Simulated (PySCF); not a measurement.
HNSi. Atoms are numbered in the order given.

```xyz
3

H      0.0000     0.0000    -1.9120
Si     0.0000     0.0000    -0.4289
N      0.0000     0.0000     1.1310
```
Charge 0, spin multiplicity 1.

Geometry optimised at B3LYP-D3(BJ)/def2-TZVPD.

Method: PBE/def2-TZVPD run with PySCF.

Mulliken values depend strongly on the basis, most of all with diffuse functions as here. ESP charges are fitted to the potential on shells at 1.4 to 2.0 van der Waals radii. Atomic charges (e):

```tsv
atom	Mulliken	ESP fit
H1	0.02	?
Si2	0.16	?
N3	-0.17	?
```

Question: What belongs in the gaps? (The exact figures need the calculation; the answer reports its results.)

Answer: 
- H1, ESP fit: 0.08
- Si2, ESP fit: 0.42
- N3, ESP fit: -0.50
